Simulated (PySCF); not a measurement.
An unknown gives this computed stick spectrum. Level of theory: TDDFT wB97X-D/def2-SVPD, vertical, gas phase, core orbitals frozen in the response in PySCF. Geometries: PBE0-D3(BJ)/def2-SVP, one conformer each. The highest level found (7.90 eV, f 0.0004 so far) is left out, since the window may have cut off a degenerate partner.

| state | ν̃ (cm⁻¹) | f | main configurations (H = HOMO, L = LUMO) |
| --- | --- | --- | --- |
| S1 | 54880 | 0.081 | H→L (34%), H→L+1 (22%), H-1→L (19%) |
| S2 | 56700 | 0.013 | H→L (42%), H→L+1 (40%) |
| S3 | 57380 | 0.069 | H-1→L (21%), H→L+1 (16%), H-2→L+1 (15%) |
| S4 | 57420 | 0.038 | H-2→L (40%), H-2→L+1 (27%), H-1→L (9%) |
| S5 | 59920 | 0.032 | H-1→L+1 (53%), H-1→L (34%) |

Question: Which structure fits? All have the formula C4H5FN2.
A. `c1nn(C)c(c1)F`
B. `Cc1cnc(F)[nH]1`
C. `C/N=C\[C@H](F)C#N`

Answer: A. Its S1, at 6.80 eV, is the highest among the candidates; the nearest of the others has S1 at 6.25 eV. S1 is HOMO→LUMO (34%), HOMO→LUMO+1 (22%), HOMO-1→LUMO (19%). Löwdin shares by element: HOMO carbon 43% or more, nitrogen 30% or more, fluorine 10% (atoms not listed hold the other 18%); LUMO carbon 35% or more, nitrogen 25% (atoms not listed hold the other 40%). At the same level the other candidates give, for their lowest levels:
- `C/N=C\[C@H](F)C#N`: 4.82 eV (f 0.001); 6.61 eV (f 0.004); 7.43 eV (f 0.001); 7.51 eV (f 0.030); 7.70 eV (f 0.196); HOMO -9.82, LUMO 0.59 eV
- `Cc1cnc(F)[nH]1`: 6.25 eV (f 0.000); 6.62 eV (f 0.224); 7.16 eV (f 0.002); 7.27 eV (f 0.042); 7.32 eV (f 0.007); HOMO -8.31, LUMO 2.01 eV

Orbitals of the list HOMO-3 to LUMO+2 that lie within 0.01 eV of each other are written together with a slash and their weights summed (≥ marks a lower bound); for degenerate orbitals outside that list single weights are arbitrary.
